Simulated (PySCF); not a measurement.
# C²⁺: excitation energy

C²⁺ [He] 2s2 (1S) → C²⁺ [He] 2s1 3s1 (3S), as a difference of total energies. Computed with PySCF 2.14 in aug-cc-pVTZ-DK (5s4p3d2f, 46 functions), with the spin-free X2C one-electron Hamiltonian (Gaussian nucleus). Correlated levels: valence: 1s2 frozen. The calculations carry no spin-orbit coupling.

```json
{"method": "UHF", "excitation energy (eV)": "27.957"}
{"method": "LDA", "excitation energy (eV)": "28.644"}
{"method": "PBE", "excitation energy (eV)": "28.716"}
{"method": "PBE0", "excitation energy (eV)": "28.748"}
{"method": "r2SCAN", "excitation energy (eV)": "28.667"}
{"method": "LC-wPBE", "excitation energy (eV)": "29.004"}
{"method": "MN15", "excitation energy (eV)": "28.850"}
{"method": "B97-3", "excitation energy (eV)": "29.040"}
{"method": "BLYP", "excitation energy (eV)": "28.911"}
{"method": "MP2 (valence)", "excitation energy (eV)": "29.007"}
{"method": "SCS-MP2 (valence)", "excitation energy (eV)": "29.324"}
```

How much does correlation contribute at MP2 (valence)?

29.007 − (27.957) = 1.050 eV, measured against UHF.

The promoted electron is Rydberg-like, and one or two diffuse shells describe it only roughly, which tends to raise the upper state.
